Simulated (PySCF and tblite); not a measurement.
Results of a calculation; reference values are marked as such.
System: C₃H₉NSi, numbered as in [CH2:1]1[CH2:2][SiH2:3][CH2:4][NH:5]1.

Geometries: GFN2-xTB; energies: PBE0/pcSseg-1 + D3(BJ), IEF-PCM tetrahydrofuran; zero-point and thermal terms from GFN2-xTB harmonic modes (soft modes blended into free rotors). Rates follow Eyring's equation with the number of equivalent paths and no tunnelling. Run with tblite and PySCF.

Problem. Estimate the barrier and the room-temperature rate of the inversion of the 5-membered ring (1–2–3–4–5).

Solution. The electronic barrier is 5.0 kcal/mol and ΔG‡(298 K) 4.3 kcal/mol, over a C1 saddle (envelope) with an imaginary mode of 152i cm⁻¹ (GFN2-xTB). With 1 equivalent path, k is 4.1×10⁹ s⁻¹, a mean lifetime of the start of 240 ps against this motion. The end lies 0.8 kcal/mol below the start in free energy.
